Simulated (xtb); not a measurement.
H$_{2}$O$_{3}$P (SMILES O=[P](O)O), doublet, geometry from GFN2-xTB; GFN2-xTB run with xtb.

Input for xtb:
```
$ xtb mol.xyz --gfn 2 --uhf 1 --acc 0.1 --json

# file mol.xyz
6

O      1.42718126    -0.12789258     0.47029264
P      0.19930597     0.02167538    -0.31483825
O     -0.89924470    -1.16220642     0.03202880
O     -0.64801295     1.33248530     0.10149129
H     -0.49333564    -2.02094206     0.15200511
H     -1.53564298     1.35672076    -0.25993306
```

**Question.** Write the output that xtb gives for this input, abridged.

**Answer.** 
```
   ID    Z sym.   atoms
    1    8 O      1, 3, 4
    2   15 P      2
    3    1 H      5, 6

           -------------------------------------------------
          |                Calculation Setup                |
           -------------------------------------------------

           -------------------------------------------------
          |                 G F N 2 - x T B                 |
           -------------------------------------------------

          ...................................................
          :                      SETUP                      :
          :.................................................:
          :  # basis functions                  24          :
          :  # atomic orbitals                  23          :
          :  # shells                           11          :
          :  # electrons                        25          :
          :  max. iterations                   250          :
          :  Hamiltonian                  GFN2-xTB          :
          :  restarted?                      false          :
          :  GBSA solvation                  false          :
          :  PC potential                    false          :
          :  electronic temp.          300.0000000     K    :
          :  accuracy                    0.1000000          :
          :  -> integral cutoff          0.3500000E+02      :
          :  -> integral neglect         0.1000000E-08      :
          :  -> SCF convergence          0.1000000E-06 Eh   :
          :  -> wf. convergence          0.1000000E-04 e    :
          :  Broyden damping             0.4000000          :
          :  net charge                          0          :
          :  unpaired electrons                  1          :
          ...................................................

 iter      E             dE          RMSdq      gap      omega  full diag
   1    -15.7931130 -0.157931E+02  0.909E+00    7.58       0.0  T
   2    -15.8463579 -0.532449E-01  0.465E+00    7.30       1.0  T
   3    -15.8543984 -0.804044E-02  0.144E+00    7.11       1.0  T
   4    -15.8552652 -0.866826E-03  0.974E-01    7.13       1.0  T
   5    -15.8553504 -0.851570E-04  0.596E-01    7.06       1.0  T
   6    -15.8549571  0.393260E-03  0.555E-01    7.10       1.0  T
   7    -15.8555341 -0.577044E-03  0.105E-01    7.06       1.0  T
   8    -15.8555561 -0.219136E-04  0.316E-02    7.07       1.3  T
   9    -15.8555579 -0.189277E-05  0.757E-03    7.07       5.4  T
[...]
         :: total energy             -15.777567638971 Eh    ::
[...]
      -------------------------------------------------------------
                  HL-Gap            0.2596685 Eh            7.0659 eV
             Fermi-level           -0.3351288 Eh           -9.1193 eV

     #   Z          covCN         q      C6AA      α(0)
     1   8 O        0.808    -0.332    20.392     6.053
     2  15 P        2.509     0.398   148.974    22.298
     3   8 O        1.613    -0.396    20.795     6.155
     4   8 O        1.613    -0.351    19.947     6.028
     5   1 H        0.844     0.334     0.621     1.235
     6   1 H        0.853     0.347     0.589     1.202

 Mol. C6AA /au·bohr⁶  :        728.727707
 Mol. C8AA /au·bohr⁸  :      24134.444113
 Mol. α(0) /au        :         42.971176

Wiberg/Mayer (AO) data.
largest (>0.10) Wiberg bond orders for each atom

 ---------------------------------------------------------------------------
     #   Z sym  total        # sym  WBO       # sym  WBO       # sym  WBO
 ---------------------------------------------------------------------------
     1   8 O    2.227 --     2 P    2.025     3 O    0.108
     2  15 P    4.601 --     1 O    2.025     4 O    1.322     3 O    1.226
     3   8 O    2.244 --     2 P    1.226     5 H    0.861     1 O    0.108
     4   8 O    2.310 --     2 P    1.322     6 H    0.851
     5   1 H    0.888 --     3 O    0.861
     6   1 H    0.879 --     4 O    0.851
 ---------------------------------------------------------------------------

Topologies differ in total number of bonds
Writing topology from bond orders to xtbtopo.mol

molecular dipole:
                 x           y           z       tot (Debye)
 q only:       -0.963      -0.305      -0.698
   full:       -1.203      -0.413      -0.693       3.682
molecular quadrupole (traceless):
                xx          xy          yy          xz          yz          zz
 q only:       -2.306      -2.348       3.426      -0.535      -1.289      -1.120
  q+dip:       -3.018      -2.937       3.901      -0.244      -1.728      -0.882
   full:       -3.382      -2.870       4.489      -0.666      -1.751      -1.107

           -------------------------------------------------
          | TOTAL ENERGY              -15.777567638971 Eh   |
          | GRADIENT NORM               0.000110725536 Eh/α |
          | HOMO-LUMO GAP               7.065940416966 eV   |
           -------------------------------------------------

normal termination of xtb
```
